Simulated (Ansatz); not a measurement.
`CSB(C)C` + H₂O → `CB(C)O` + CH₃SH at 500 K and 1 bar (formal hydrolysis of a B–S bond).

Program: Ansatz. Geometries: PBE0-D4/def2-TZVP. ΔE: electronic, gas phase. CCSD(T)/CBS is the MP2 limit (def2-TZVPP, def2-QZVPP) plus CCSD(T) − MP2 in def2-TZVPP, frozen cores. This one scheme is used for every species. One conformer a species, not always the lowest.

| species | CCSD(T)/CBS energy (Eh) | H − E (kJ/mol) | S (J/(mol·K)) |
| --- | --- | --- | --- |
| `CSB(C)C` | -542.19673 | 359.4 | 443.7 |
| H₂O | -76.37941 | 73.2 | 206.3 |
| `CB(C)O` | -180.36349 | 283.3 | 374.4 |
| CH₃SH | -438.22835 | 145.1 | 283.7 |

H − E and S are ideal-gas, rigid-rotor, harmonic terms from PBE0-D4/def2-TZVP, for one conformer and one mirror image of each species. 1 Eh = 2625.50 kJ/mol, R = 8.31446 J/(mol·K).

By hand: ΔE, ΔH, ΔS and ΔG.

ΔE = (-180.36349) + (-438.22835) − (-542.19673) − (-76.37941) = -0.01570 Eh = -41.2 kJ/mol. Δ(H − E) = 283.3 + 145.1 − 359.4 − 73.2 = -4.2, so ΔH = -45.4 kJ/mol. ΔS = 374.4 + 283.7 − 443.7 − 206.3 = 8.1 J/(mol·K). ΔG = -45.4 − 500 × (8.1)/1000 = -49.4 kJ/mol.

By hand: the equilibrium constant, and the temperature at which ΔG would vanish if ΔH and ΔS stayed fixed.

log₁₀ K = −ΔG/(RT ln 10) = 5.2. ΔH and −TΔS have one sign here, so there is no such temperature.

The number of gas molecules stays the same, so ΔS is small and ΔH decides. A doubt of 5 kJ/mol in ΔE shifts log₁₀ K by 0.5 here. Other conformers and mirror images would add mixing entropy, several J/(mol·K) or more a flexible species. Modes under 60 cm⁻¹, often nearly free rotors, make the harmonic entropy too high. These are equilibria of isolated gas molecules and say nothing of rates. Largest T1 diagnostic: 0.012 (customary marks: 0.02 for closed shells, 0.045 for open ones).

ΔS is within the doubt of such terms, so its sign, and with it that verdict, could turn.
